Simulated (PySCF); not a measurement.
A geometry optimisation, step by step.

Compound: 2-fluorobenzotrifluoride, C7H4F4.
Numbering: `[F:1][c:2]1[cH:3][cH:4][cH:5][cH:6][c:7]1[C:8]([F:9])([F:10])[F:11]` (hydrogens: H12 on C3; H13 on C4; H14 on C5; H15 on C6)

Computed by this run: PBE0-D3(BJ)/def2-SVP geometry optimisation, gas phase (PySCF 2.14.0); density fitting, grid level 2; the optimiser is geomeTRIC in internal coordinates, started from a GFN2-xTB structure. 9 of its 10 geometries are shown. The frame can shift and turn from step to step; on so coarse a grid that alone can change the energy by a few meV, and forces under 0.02 eV/Å are noise.

Step 0: E = -18159.7479 eV, largest atomic force 0.822 eV/Å
```
atom  x, y, z in Å  |  force x, y, z in eV/Å
F1     -0.472    2.248    0.746    0.200  -0.449  -0.154
C2      0.112    1.112    0.343   -0.234   0.512   0.182
C3      1.490    1.066    0.231   -0.195   0.045   0.028
C4      2.093   -0.108   -0.185   -0.091  -0.034  -0.001
C5      1.324   -1.221   -0.485    0.030  -0.064  -0.027
C6     -0.054   -1.169   -0.370    0.029   0.193   0.060
C7     -0.673    0.002    0.046   -0.561   0.164   0.093
C8     -2.169    0.091    0.183   -0.814   0.073   0.080
F9     -2.700    1.034   -0.610    0.327  -0.119   0.123
F10    -2.552    0.382    1.436    0.307  -0.004  -0.216
F11    -2.779   -1.059   -0.140    0.340   0.041  -0.009
H12     2.067    1.945    0.470    0.233   0.420   0.116
H13     3.167   -0.151   -0.275    0.487  -0.015  -0.040
H14     1.798   -2.134   -0.809    0.223  -0.422  -0.150
H15    -0.658   -2.032   -0.602   -0.281  -0.339  -0.086
```

Step 1: E = -18159.7712 eV, largest atomic force 0.444 eV/Å
```
atom  x, y, z in Å  |  force x, y, z in eV/Å
F1     -0.475    2.271    0.645   -0.016   0.091   0.044
C2      0.106    1.122    0.329   -0.018  -0.075  -0.044
C3      1.490    1.061    0.262    0.039   0.061   0.003
C4      2.098   -0.136   -0.106    0.083   0.006   0.000
C5      1.326   -1.260   -0.390    0.024  -0.054  -0.011
C6     -0.061   -1.187   -0.301   -0.083  -0.048  -0.039
C7     -0.688    0.006    0.059    0.016   0.036   0.077
C8     -2.190    0.124    0.100    0.366  -0.026  -0.250
F9     -2.622    0.870   -0.922   -0.148   0.010   0.061
F10    -2.617    0.692    1.224   -0.111  -0.045   0.069
F11    -2.766   -1.075   -0.005   -0.107   0.031   0.036
H12     2.069    1.959    0.490   -0.019  -0.023  -0.016
H13     3.188   -0.186   -0.176   -0.033  -0.002   0.017
H14     1.804   -2.196   -0.689   -0.012   0.012   0.029
H15    -0.679   -2.060   -0.522    0.018   0.026   0.023
```

Step 2: E = -18159.7769 eV, largest atomic force 0.151 eV/Å
```
atom  x, y, z in Å  |  force x, y, z in eV/Å
F1     -0.466    2.279    0.643   -0.038  -0.009   0.002
C2      0.109    1.127    0.320    0.014   0.006  -0.021
C3      1.494    1.066    0.253    0.007  -0.030   0.003
C4      2.103   -0.137   -0.100   -0.017   0.007   0.001
C5      1.328   -1.260   -0.383    0.004  -0.012  -0.006
C6     -0.060   -1.182   -0.311    0.012  -0.023   0.046
C7     -0.686    0.011    0.047   -0.068   0.073  -0.029
C8     -2.188    0.122    0.092   -0.043  -0.003  -0.082
F9     -2.654    0.888   -0.900    0.059   0.010   0.018
F10    -2.621    0.650    1.234    0.034   0.067   0.131
F11    -2.768   -1.075   -0.031    0.039  -0.088  -0.064
H12     2.072    1.963    0.479   -0.004   0.002  -0.001
H13     3.192   -0.191   -0.156   -0.001  -0.002   0.003
H14     1.805   -2.201   -0.663    0.001  -0.002   0.003
H15    -0.678   -2.056   -0.527    0.001   0.005  -0.004
```

Step 3: E = -18159.7794 eV, largest atomic force 0.080 eV/Å
```
atom  x, y, z in Å  |  force x, y, z in eV/Å
F1     -0.479    2.282    0.635    0.044  -0.027  -0.016
C2      0.106    1.134    0.312   -0.004  -0.030  -0.028
C3      1.491    1.068    0.250   -0.024   0.019   0.018
C4      2.100   -0.137   -0.094   -0.009  -0.009  -0.002
C5      1.329   -1.263   -0.377   -0.025   0.059   0.013
C6     -0.060   -1.180   -0.315    0.034  -0.024   0.067
C7     -0.685    0.016    0.037   -0.026  -0.002  -0.063
C8     -2.185    0.120    0.087   -0.080   0.004  -0.008
F9     -2.658    0.910   -0.882    0.046  -0.009   0.040
F10    -2.611    0.617    1.248    0.007   0.007   0.029
F11    -2.757   -1.079   -0.065    0.007   0.002  -0.032
H12     2.070    1.966    0.473    0.014   0.008   0.005
H13     3.190   -0.193   -0.141    0.015   0.006  -0.001
H14     1.807   -2.207   -0.644    0.005   0.000  -0.008
H15    -0.678   -2.053   -0.526   -0.005  -0.003  -0.015
```

Step 4: E = -18159.7816 eV, largest atomic force 0.137 eV/Å
```
atom  x, y, z in Å  |  force x, y, z in eV/Å
F1     -0.480    2.283    0.611   -0.027  -0.020  -0.013
C2      0.102    1.132    0.296    0.028   0.083   0.002
C3      1.488    1.074    0.246   -0.013  -0.039  -0.011
C4      2.102   -0.132   -0.083   -0.066   0.005   0.006
C5      1.331   -1.259   -0.363    0.023  -0.051  -0.014
C6     -0.059   -1.183   -0.315    0.067   0.061   0.076
C7     -0.689    0.015    0.021    0.068  -0.057  -0.052
C8     -2.187    0.115    0.079   -0.060   0.020   0.075
F9     -2.661    0.956   -0.843   -0.004  -0.019   0.037
F10    -2.600    0.556    1.272   -0.024  -0.074  -0.113
F11    -2.757   -1.076   -0.133   -0.011   0.110   0.041
H12     2.062    1.975    0.466   -0.002   0.009   0.011
H13     3.192   -0.189   -0.119    0.009  -0.005  -0.008
H14     1.812   -2.205   -0.615    0.010  -0.011  -0.018
H15    -0.673   -2.060   -0.524    0.001  -0.012  -0.018
```

Step 6: E = -18159.7833 eV, largest atomic force 0.075 eV/Å
```
atom  x, y, z in Å  |  force x, y, z in eV/Å
F1     -0.500    2.282    0.584    0.049   0.001   0.002
C2      0.098    1.135    0.284   -0.019  -0.046  -0.015
C3      1.483    1.077    0.242   -0.001   0.061   0.005
C4      2.102   -0.129   -0.080   -0.010  -0.008  -0.003
C5      1.337   -1.261   -0.355    0.032  -0.043  -0.006
C6     -0.053   -1.191   -0.304    0.008   0.074   0.002
C7     -0.685    0.011    0.017   -0.063  -0.039   0.006
C8     -2.185    0.114    0.081   -0.021  -0.011   0.050
F9     -2.657    0.989   -0.809   -0.007   0.024  -0.029
F10    -2.599    0.512    1.286    0.018   0.004  -0.005
F11    -2.765   -1.063   -0.170    0.007  -0.026  -0.015
H12     2.054    1.981    0.461    0.006  -0.002  -0.002
H13     3.192   -0.180   -0.117   -0.009   0.001   0.000
H14     1.824   -2.204   -0.610    0.004   0.001   0.003
H15    -0.664   -2.070   -0.515    0.005   0.010   0.009
```

Step 7: E = -18159.7838 eV, largest atomic force 0.024 eV/Å
```
atom  x, y, z in Å  |  force x, y, z in eV/Å
F1     -0.492    2.284    0.588   -0.013  -0.006  -0.003
C2      0.098    1.135    0.285    0.010   0.003   0.000
C3      1.483    1.079    0.240   -0.003  -0.012  -0.005
C4      2.101   -0.127   -0.083    0.008  -0.004  -0.003
C5      1.337   -1.261   -0.356    0.005   0.005   0.001
C6     -0.052   -1.188   -0.303    0.001   0.000  -0.002
C7     -0.687    0.011    0.019   -0.009   0.017   0.005
C8     -2.187    0.112    0.083    0.010  -0.012   0.018
F9     -2.660    0.982   -0.812   -0.005   0.006   0.001
F10    -2.602    0.513    1.286    0.003   0.009  -0.005
F11    -2.763   -1.068   -0.163   -0.010  -0.011  -0.009
H12     2.055    1.983    0.458    0.000  -0.001  -0.003
H13     3.192   -0.179   -0.121   -0.001   0.001  -0.001
H14     1.823   -2.205   -0.611    0.001   0.002   0.002
H15    -0.664   -2.067   -0.513    0.003   0.003   0.004
```

Step 8: E = -18159.7838 eV, largest atomic force 0.031 eV/Å
```
atom  x, y, z in Å  |  force x, y, z in eV/Å
F1     -0.495    2.284    0.586    0.002   0.002  -0.001
C2      0.097    1.135    0.283    0.000  -0.002  -0.003
C3      1.483    1.079    0.236    0.011   0.019   0.004
C4      2.103   -0.126   -0.085   -0.031   0.001   0.000
C5      1.339   -1.260   -0.356    0.006  -0.005  -0.003
C6     -0.051   -1.187   -0.302   -0.008  -0.015   0.000
C7     -0.688    0.010    0.020    0.017   0.003   0.000
C8     -2.188    0.110    0.085    0.005   0.001   0.005
F9     -2.663    0.982   -0.806   -0.001   0.000  -0.004
F10    -2.601    0.509    1.290    0.001  -0.006  -0.001
F11    -2.764   -1.070   -0.164    0.002   0.003   0.004
H12     2.053    1.984    0.452   -0.001   0.004  -0.002
H13     3.194   -0.176   -0.124   -0.002   0.002  -0.002
H14     1.825   -2.204   -0.609   -0.002  -0.003   0.000
H15    -0.661   -2.067   -0.510    0.001  -0.004   0.001
```

Step 9: E = -18159.7839 eV, largest atomic force under 0.02 eV/Å
```
atom  x, y, z in Å  |  force x, y, z in eV/Å
F1     -0.497    2.283    0.585    0.001   0.004   0.000
C2      0.096    1.135    0.282   -0.003   0.004  -0.002
C3      1.482    1.082    0.233   -0.006  -0.002  -0.001
C4      2.102   -0.124   -0.088    0.005   0.002  -0.001
C5      1.340   -1.259   -0.356   -0.004   0.002  -0.001
C6     -0.050   -1.189   -0.301   -0.001  -0.004   0.004
C7     -0.688    0.009    0.020    0.003  -0.007  -0.001
C8     -2.188    0.108    0.088    0.001   0.008  -0.004
F9     -2.663    0.981   -0.803   -0.001  -0.002  -0.005
F10    -2.600    0.507    1.293   -0.002  -0.010   0.005
F11    -2.764   -1.071   -0.162    0.007   0.005   0.009
H12     2.052    1.987    0.449   -0.001   0.001  -0.003
H13     3.192   -0.173   -0.127    0.002   0.001  -0.002
H14     1.827   -2.203   -0.609    0.000  -0.001   0.000
H15    -0.660   -2.069   -0.508   -0.001  -0.003   0.000
```

**Question.** Summarise the path.

**Answer.** The energy falls by 0.83 kcal/mol from step 0 to step 9; nine tenths of that is first reached at step 4. It falls at every step. The largest force goes from 0.822 to under 0.02 eV/Å. Among the bonds C4–H13 changes most (a near tie, within 0.001 Å, with another), from 1.079 to 1.092 Å; the atoms move by 0.019 Å rms after alignment.

**Question.** Follow the three bonds and two angles with the largest change from start to end.

**Answer.** 
| step | E above end (kcal/mol) | largest force (eV/Å) | C4–H13 (Å) | C3–H12 (Å) | C5–H14 (Å) | F10–C8–F11 (°) | F9–C8–F11 (°) |
| --- | --- | --- | --- | --- | --- | --- | --- |
| 0 | 0.83 | 0.822 | 1.079 | 1.078 | 1.078 | 106.3 | 106.3 |
| 1 | 0.29 | 0.444 | 1.093 | 1.092 | 1.092 | 108.2 | 107.5 |
| 2 | 0.16 | 0.151 | 1.092 | 1.091 | 1.091 | 107.1 | 107.1 |
| 3 | 0.10 | 0.080 | 1.092 | 1.091 | 1.091 | 107.3 | 107.3 |
| 4 | 0.05 | 0.137 | 1.092 | 1.091 | 1.091 | 107.7 | 107.4 |
| 5 | 0.02 | 0.138 | 1.092 | 1.091 | 1.092 | 107.5 | 107.4 |
| 6 | 0.01 | 0.075 | 1.092 | 1.091 | 1.092 | 107.3 | 107.4 |
| 7 | 0.00 | 0.024 | 1.092 | 1.091 | 1.092 | 107.3 | 107.4 |
| 8 | 0.00 | 0.031 | 1.092 | 1.091 | 1.091 | 107.4 | 107.4 |
| 9 | 0.00 | under 0.02 | 1.092 | 1.091 | 1.091 | 107.4 | 107.4 |

What follows is the cost of the whole optimisation. On Intel Xeon Platinum 8488C, one thread, on a shared host, this took 2.7 min wall and 0.81 GiB of memory at its peak.
